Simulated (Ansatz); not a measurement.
## Energy profile

The step: SiH₂F₂ ([F][SiH2][F]) + H₂S → SiH₂SF₂ ([F][SiH]([F])[SH]) + H₂; bonds formed: Si1–S7, H2–H6; bonds broken: Si1–H2, H6–S7 (atoms numbered as in the saddle structure below).

```xyz
8
angstrom
Si -0.4676 0.4655 -0.2524
H -0.3534 -1.1575 -0.7263
F -1.2988 0.5667 -1.6269
F 0.7072 1.4621 -0.6355
H -1.5325 0.7433 0.7188
H 0.1106 -1.1706 0.1122
S 0.8323 -0.4555 1.5361
H 2.0021 -0.4540 0.8740
```

Electronic energies by CCSD(T) at an estimated basis limit (MP2 extrapolated from triple and quadruple zeta, plus CCSD(T) − MP2 in triple zeta), on PBE0-D4/def2-TZVP structures; SiH$_{4}$SF$_{2}$, singlet; no counterpoise correction. Ansatz 0.2.0; basis: def2-TZVPP and def2-QZVPP; cores frozen in the correlated methods. Extrapolation: Hartree–Fock as exp(−7.88 √X), correlation as X^−2.97.

Question: Give the profile in kJ/mol, counted from the separated reactants. (Judge from chemistry; the value comes from the calculation.)

Answer: By the calculation:
```csv
point,kJ/mol
"separated: SiH$_{2}$F$_{2}$ (linked as [F][SiH2][F]; Si1, H2, F3, F4, H5; singlet) + H$_{2}$S (H6, S7, H8; singlet)",0.0
start structure,-10.2
saddle,189.9
end structure,-46.2
"separated: SiH$_{2}$SF$_{2}$ (linked as [F][SiH]([F])[SH]; Si1, F3, F4, H5, S7, H8; singlet) + H$_{2}$ (H2, H6; singlet)",-43.2
```

T1 diagnostic: at most 0.013.

For scale, one of the runs: CCSD(T)/def2-TZVPP, 202 basis functions, launched by `ansatz run in.yaml --threads 4 --pin off --events-out ev --progress --plain --max-ram 9574MiB`. Hardware: 4 CPU threads of an Arm Neoverse V1, shared host. Wall time 45 s; peak host memory 2.5 GiB.
